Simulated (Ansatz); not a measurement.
Reaction (substitution at a C–O bond): `[F][Sn-]1[O]C=CC=[O+]1` + `[OH][Ga]([Cl])[Cl]` → `[Cl][Ga-]1([Cl])[O]C=CC=[O+]1` + `[OH][Sn][F]`

Calculated with Ansatz (gas phase, PBE0-D4/def2-TZVP geometries, no zero-point term in ΔE). CBS: MP2 limit from def2 TZ/QZ plus the TZ coupled-cluster correction, frozen cores. Elements past krypton have def2 core potentials. For Ga, Sn outer-core shells are correlated without core-valence functions, which leaves a few kJ/mol of doubt a bond. Scalar relativity is left out up to krypton. One conformer a species, not always the lowest.

| level | ΔE (kJ/mol) |
| --- | --- |
| HF/def2-TZVPP | -28.0 |
| SCS-MP2/def2-TZVPP | -25.1 |

Task: What does CCSD(T)/CBS give? (Estimate.)

Result: Ansatz gave: -19.6 kJ/mol. The listed levels differ from it by -8.4, -5.5 kJ/mol.

Task: What do rigid-rotor, harmonic-oscillator terms from PBE0-D4/def2-TZVP frequencies (298.15 K, 1 bar) make of the CCSD(T)/CBS value? (Estimate.)

Result: Ansatz gave: ΔZPE = +0.8 kJ/mol, ΔH = -19.2 kJ/mol, ΔS = -10 J/(mol·K), ΔG = -16.1 kJ/mol. Modes under 50 cm⁻¹ make the entropy rough.

Largest T1 diagnostic among the species: 0.019.

Leaving LDA and LC-ωPBE aside and taking each functional with its dispersion term where it has one, the values, not all of them listed here, spread over 10.7 kJ/mol, from PBE-QIDH to BLYP-D4. LDA lies −5.0 kJ/mol from PBE without D4. From BLYP to BHLYP (50 % exact exchange), in def2-TZVPP and without D4, ΔE moves by −11.3 kJ/mol. At CCSD(T), def2-SVP lies +5.2 kJ/mol from the extrapolated value and def2-TZVPP −7.3 kJ/mol.

CCSD(T)/CBS has its own doubt, a few kJ/mol and more with outer-core shells, so smaller differences from it don't rank the levels.
